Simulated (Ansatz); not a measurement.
# CoCl: shapes and states compared

Program: Ansatz, Gaussian basis, development build. Basis cc-pwCVTZ-DK on Co, cc-pVTZ-DK on Cl, scalar X2C without spin–orbit coupling, 10 orbitals frozen in the corrections; active space CAS(16,10). Restricted Hartree–Fock, then the lowest state-specific CASSCF solution met for each case. On stretched bonds single-reference methods can fail or change state. Unlike active orbitals can shift such differences by tenths of an eV, at times by over 1 eV.

Case A, singlet: bond length 2.0660 Å.

Case B, triplet: the shape of A.

Case C, triplet: bond length 2.3759 Å.

Energy less that of case A, in eV:

```
case  RHF/ROHF  CASSCF
   B    -2.771  -2.076
   C    -2.765  -2.091
```

Question: Give the SC-NEVPT2 energies against case A.

Answer: B: -2.219 eV (-51.2 kcal/mol); C: -1.893 eV (-43.7 kcal/mol).
